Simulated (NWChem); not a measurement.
Ionisation of H₄FN₂NbO

```
Nb
O 1 1.7042
F 1 1.8999 2 113.74
N 1 1.9813 2 106.91 3 120.13
H 4 1.0190 1 124.93 2 0.77
H 4 1.0199 5 109.29 1 -175.92
N 1 1.9813 2 106.91 4 119.73
H 7 1.0190 1 124.93 2 -0.77
H 7 1.0199 8 109.29 1 175.92
```
Charge 0, spin multiplicity 1.

Everything below was run with NWChem. Structure: optimised with B3LYP/def2-SVP with def2 effective core potentials on Nb, held to Cs symmetry and with no frequency check, so it may be a saddle point. It is one conformer; others weren't searched.

Basis set: def2-TZVP. −ε marks an orbital energy of the parent.

Effective core potentials replace the inner electrons of Nb; spin-orbit coupling is left out. B3LYP has NWChem's definition, with VWN1-RPA local correlation. The structure started from a generated list of species.

Q: For the first vertical ionisation energy, −ε(HOMO) of HF gives 11.24 eV and −ε(HOMO) of PBE0 gives 7.80 eV. What do −ε(HOMO) of B3LYP, G0W0@CAM-B3LYP, G0W0@PBE0 give?

A: −ε(HOMO) of B3LYP: 7.56 eV; G0W0@CAM-B3LYP: 9.89 eV; G0W0@PBE0: 9.53 eV.
